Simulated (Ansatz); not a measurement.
Geometry optimisation, RKS B3LYP/6-31G* in Ansatz 0.2.0.

Input file:

```yaml
crystal:
  periodic: [false, false, false]
  atoms:
    - { symbol: B, position_ang: [0.0, 0.0, 0.0] }
    - { symbol: F, position_ang: [0.0, 0.0, 1.67] }
    - { symbol: O, position_ang: [1.2211, 0.0, -0.705] }
    - { symbol: H, position_ang: [1.5209, -0.9519, -0.8599] }
    - { symbol: F, position_ang: [-1.1431, 0.0, -0.66] }
    - { symbol: H, position_ang: [0.0668, 1.4124, 0.4698] }
    - { symbol: H, position_ang: [0.0526, 1.1131, 1.3144] }
basis:
  gaussian: { orbitals: "6-31G*" }
hamiltonian:
  xc: b3lyp
relax:
  f_tol: 0.15
  max_steps: 25
  restrain:
    - { distance: [0, 5], at: 2.39, k: 30.0 }
    - { distance: [6, 1], at: 2.12, k: 30.0 }
    - { distance: [0, 1], at: 1.32, k: 30.0 }
    - { distance: [6, 5], at: 0.66, k: 30.0 }
output:
  orbitals: {}
```

Command:

```bash
$ ansatz run input.yaml --threads 1 --pin off --max-ram 2048MiB --backend cpu --events-out ev --progress --plain --runs-dir out
```

Where does it end, and by what steps?

It converged. The restraints hold the end off the free minimum. After 10 steps the energy has fallen by 3.601 eV (the restraints' own energy left out); F2 moved furthest, 0.70 Å.

```
step  energy less start (eV)  largest force component (eV/Å)  accepted
   0                  0.0000                           4.152       yes
   1                 -1.1374                           3.315       yes
   2                 -2.1863                           3.824       yes
   3                 -2.9124                           2.178       yes
   4                 -3.0771                           1.867       yes
   5                 -3.2375                           0.730       yes
   6                 -3.3830                           1.122       yes
   7                 -3.5384                           1.181       yes
   8                 -3.5955                           1.169       yes
   9                 -3.5905                           1.150        no
  10                 -3.6007                           1.158       yes
```

```xyz
7
Properties=species:S:1:pos:R:3
B -0.070 -0.306 -0.054
F 0.059 -0.556 1.245
O 0.966 -0.425 -0.913
H 1.779 -0.715 -0.477
F -1.262 0.032 -0.522
H 0.081 1.971 0.687
H 0.165 1.572 1.264
```

Run time: 24 s on 1 thread of Arm Neoverse V1, on a shared host, peak memory 0.13 GiB.
